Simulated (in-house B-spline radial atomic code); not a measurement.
How numerical settings move a run on Sr⁴⁺, [Ar] 3d10 4s2 4p4. Computed with a B-spline radial code for spherical atoms: non-relativistic B97-1, spherical fractional occupations, point nucleus.

Command:
```bash
python run_scf.py task.json out
```
Settings of the sound reference run:
```
Z                38
electrons        34
configuration    [Ar] 3d10 4s2 4p4
hamiltonian      nr
method           b97_1
spin_polarised   False
knot_spacing     0.22
spline_order     8
gauss_points     12
box_radius       12.77
max_iterations   70
damping          0.5
damped_steps     3
diis_vectors     10
tolerance        1e-08
start            Thomas-Fermi
```

Run time, properties included: 0.15 s on 1 thread of Arm Neoverse V2, on a shared host.

It converges in 9 iterations to -3128.845857 hartree, with 4p at -65.0236 eV. The other runs change the listed settings, some to values that make no sense; their results aren't properties of the atom or ion. Radii are in bohr (the nuclear one in fm), a minus after a letter asks for a j subshell, and «unchanged» means within 1e-8 hartree. The run stops when the residual is below 10 × tolerance × max(1, Z/10), or a noise floor if that is larger, and the energy moves by less than 1e-8 × √|E| hartree; so very loose and very tight tolerances often act alike.

| changed settings | outcome |
| --- | --- |
| gauss_points = 16, max_iterations = 75, tolerance = 1e-10 | converged in 9 iterations, energy unchanged |
| electrons = 37, configuration = [Ar] 3d10 4s2 4p4 5s3, max_iterations = 60 | stopped with error: shell 5s holds at most 2 electrons |
| spline_order = 5 | converged in 9 iterations, energy +3.78e-05 hartree from the reference, 4p level -1.9e-05 eV |
| spline_order = 6 | converged in 9 iterations, energy +6.76e-06 hartree from the reference, 4p level +1.4e-05 eV |
| damped_steps = 8 | converged in 12 iterations, energy unchanged, 4p level -4.2e-06 eV |
| gauss_points = 4, max_iterations = 60, damping = 0.95 | converged in 10 iterations, energy -1.49e-06 hartree from the reference, 4p level -6.0e-06 eV |
| spline_order = 4 | converged in 9 iterations, energy +1.33e-03 hartree from the reference, 4p level +9.2e-06 eV |
| hamiltonian = dirac, method = hf, nucleus = fermi, rms_radius = 4.224, mass_number = 88, atomic_mass = 87.90561, speed_of_light = 41.80968 | converged in 9 iterations to -4037.0194 hartree, a different physical problem |
| electrons = 35, configuration = [Ar] 3d10 4s2 4p4 5p-1, max_iterations = 100 | stopped with error: j subshells need the Dirac Hamiltonian and l > 0 |
| tolerance = 1e-06 | converged in 8 iterations, energy unchanged, 4p level -2.3e-05 eV |
| damped_steps = 0 | converged in 8 iterations, energy unchanged, 4p level -1.5e-06 eV |
| max_iterations = 100, damping = 0, diis_vectors = 2, tolerance = 0.01, start = bare nucleus | converged in 12 iterations, energy unchanged, 4p level +1.3e-04 eV |

(1) What happens with spline_order = 3?

(2) What happens with spline_order = 10?

(3) What happens with spline_order = 7?

(4) What happens with damped_steps = 1?

Answers

(1) Converged in 9 iterations, energy +7.98e-02 hartree from the reference, 4p level +2.2e-03 eV.

(2) Converged in 9 iterations, energy +5.21e-07 hartree from the reference.

(3) Converged in 9 iterations, energy +1.45e-06 hartree from the reference, 4p level -2.7e-06 eV.

(4) Converged in 8 iterations, energy unchanged, 4p level -2.9e-06 eV.
